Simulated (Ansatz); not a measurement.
```yaml
crystal:
  periodic: [false, false, false]
  atoms:
    - {symbol: C, position_ang: [-1.401636, 0.319455, -1.735823]}
    - {symbol: O, position_ang: [-1.124559, -0.458942, -0.544477]}
    - {symbol: Al, position_ang: [0.030174, -0.446068, 0.529378]}
    - {symbol: C, position_ang: [1.563127, 0.887497, 0.525889]}
    - {symbol: N, position_ang: [-0.029254, -1.575739, 1.829861]}
    - {symbol: H, position_ang: [-2.390111, 0.729688, -1.698089]}
    - {symbol: H, position_ang: [-0.637248, 1.140009, -1.908277]}
    - {symbol: H, position_ang: [-1.364411, -0.342934, -2.661653]}
    - {symbol: H, position_ang: [1.201623, 1.955047, 0.485975]}
    - {symbol: H, position_ang: [2.206749, 0.849031, 1.313167]}
    - {symbol: H, position_ang: [2.132955, 0.846009, -0.387270]}
    - {symbol: H, position_ang: [0.589898, -1.696855, 2.583088]}
    - {symbol: H, position_ang: [-0.797496, -2.197458, 1.890501]}
basis:
  gaussian: {orbitals: cc-pVTZ-PP, final_grid: {core_spheres: 20, valence_spheres: 16, degree: 47}}
hamiltonian: {xc: {name: wB97X}}
accuracy: high
```

```sh
$ ansatz run in.yaml --threads 4 --pin off --events-out ev --progress --plain --max-ram 10444MiB
```

It prints (some lines left out):

```
Functional definition: wB97X
Error: <dir> the basis set cc-pVTZ-PP has no functions for C
```

In this input the basis set is misnamed or doesn't suit the job. The program refused the input.
